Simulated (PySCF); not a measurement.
C2H6OSi2.
Z-matrix (Å and degrees, PBE0-D3(BJ)/def2-SVP geometry), rows numbered from 1:
```
C 
C   1  1.3494
Si  2  1.8809  1  113.23
O   3  1.6767  2   99.19  1    -0.13
Si  4  1.6769  3  115.20  2     0.28
H   1  1.0976  2  121.15  3   179.88
H   2  1.0976  1  121.10  3  -179.87
H   3  1.4923  2  113.29  1   117.66
H   3  1.4923  2  113.31  1  -117.93
H   5  1.4923  1  113.34  2  -117.52
H   5  1.4923  1  113.34  2   118.03
```

Computed with PBE0-D3(BJ)/def2-SVP geometry optimisation, gas phase in PySCF 2.14.0.

Take the most abundant isotopes and a rigid rotor. 

(1) Give the principal moments of inertia and the rotational constants in MHz.

(2) Classify the top.

(3) Is it planar, by Δ = Ic − Ia − Ib?

(4) List the rotational levels J(Ka,Kc) to J = 4 (K).

(5) Predict some low-J microwave lines.

(6) Estimate the classical rotational partition function at 10 K, 25 K and 100 K.

Answers

(1) Ia = 95.65, Ib = 152.27, Ic = 236.06 u·Å²; 505379 MHz·u·Å²/I gives A = 5284, B = 3319, C = 2141 MHz.

(2) An asymmetric top: κ = (2 × 3319 − 5284 − 2141)/(5284 − 2141) = -0.25.

(3) Not planar: Δ = Ic − Ia − Ib = -11.85 u·Å². For a rigid frame Δ = −2 Σ m c², so Σ m c² = 5.93 u·Å² lies off the ab plane, practically all of it from hydrogen. The atom farthest from that plane is 1.22 Å away.

(4) Above 0(0,0), as E/k:
J = 1: 1(0,1) 0.262, 1(1,1) 0.356, 1(1,0) 0.413
J = 2: 2(0,2) 0.767, 2(1,2) 0.824, 2(1,1) 0.993, 2(2,1) 1.276, 2(2,0) 1.295
J = 3: 3(0,3) 1.489, 3(1,3) 1.515, 3(1,2) 1.850, 3(2,2) 2.062, 3(2,1) 2.146, 3(3,1) 2.686, 3(3,0) 2.690
J = 4: 4(0,4) 2.411, 4(1,4) 2.421, 4(1,3) 2.960, 4(2,3) 3.096, 4(2,2) 3.304, 4(3,2) 3.762, 4(3,1) 3.789, 4(4,1) 4.596, 4(4,0) 4.597
The levels of one J sum to (2J + 1)J(J + 1)(A + B + C)/3.

(5) The dipole components are |μa| = 0.00 D, |μb| = 1.65 D, |μc| = 0.00 D; the symmetry axis of this C2v structure is b, so μa and μc vanish by symmetry and there are no a-type or c-type lines. Some of the stronger lines:

```json
{"type": "b", "branch": "Q", "J(Ka,Kc)": "2(2,0) ← 2(1,1)", "MHz": "6287", "lower level (cm⁻¹)": "0.690"}
{"type": "b", "branch": "R", "J(Ka,Kc)": "2(0,2) ← 1(1,1)", "MHz": "8563", "lower level (cm⁻¹)": "0.248"}
{"type": "b", "branch": "Q", "J(Ka,Kc)": "2(2,1) ← 2(1,2)", "MHz": "9429", "lower level (cm⁻¹)": "0.573"}
{"type": "b", "branch": "Q", "J(Ka,Kc)": "4(3,1) ← 4(2,2)", "MHz": "10120", "lower level (cm⁻¹)": "2.296"}
{"type": "b", "branch": "Q", "J(Ka,Kc)": "3(2,2) ← 3(1,3)", "MHz": "11411", "lower level (cm⁻¹)": "1.053"}
{"type": "b", "branch": "R", "J(Ka,Kc)": "3(1,2) ← 2(2,1)", "MHz": "11950", "lower level (cm⁻¹)": "0.887"}
{"type": "b", "branch": "R", "J(Ka,Kc)": "3(0,3) ← 2(1,2)", "MHz": "13852", "lower level (cm⁻¹)": "0.573"}
{"type": "b", "branch": "Q", "J(Ka,Kc)": "4(2,3) ← 4(1,4)", "MHz": "14044", "lower level (cm⁻¹)": "1.683"}
{"type": "b", "branch": "Q", "J(Ka,Kc)": "4(4,0) ← 4(3,1)", "MHz": "16832", "lower level (cm⁻¹)": "2.634"}
{"type": "b", "branch": "R", "J(Ka,Kc)": "4(3,1) ← 3(2,2)", "MHz": "35982", "lower level (cm⁻¹)": "1.433"}
```

(6) Point group C2v, symmetry number σ = 2; q = (√π/σ)·√((kT/h)³/(ABC)), k/h = 20836.6 MHz/K: 435 at 10 K, 1720 at 25 K, 13800 at 100 K.

Not checked by PBE0-D3(BJ)/def2-SVP frequencies. Zero-point vibration and centrifugal distortion are left out.

The run took 25 s of wall time on one thread of an Arm Neoverse V2, no GPU, shared host with 32 logical CPUs at a one-minute load of 37, and the process peaked at 0.45 GiB of memory. This is the geometry optimisation.
